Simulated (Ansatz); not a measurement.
`FC(F)C(F)(F)C(F)F` + `C[SiH2]O` → `C[SiH2]OC(F)F` + `FC(F)C(F)F`  (substitution at a C–C bond)

Isolated molecules relaxed with PBE0-D4/def2-TZVP in Ansatz; ΔE leaves out vibrations. CBS: MP2 limit from def2 TZ/QZ plus the TZ coupled-cluster correction, frozen cores. This one scheme is used for every species. Functionals use def2-TZVPP. Each species was taken in one conformer, which may not be the lowest.

| level | ΔE (kJ/mol) |
| --- | --- |
| PBE-D4 | -16.1 |
| ωB97M-V | -13.2 |
| r2SCAN | -14.5 |
| HF/def2-QZVPP | -28.4 |

(1) What does CCSD(T)/CBS give? (An estimate is asked.)

Largest T1 diagnostic among the species: 0.012.

Results:

(1) The calculation gave: -10.5 kJ/mol. The listed levels differ from it by -5.6, -2.7, -4.0, -17.9 kJ/mol.

In def2-TZVPP, CCSD(T) changes the Hartree–Fock value by +15.4 kJ/mol (the triples alone add +1.3 kJ/mol) and MP2 by +15.8 kJ/mol.
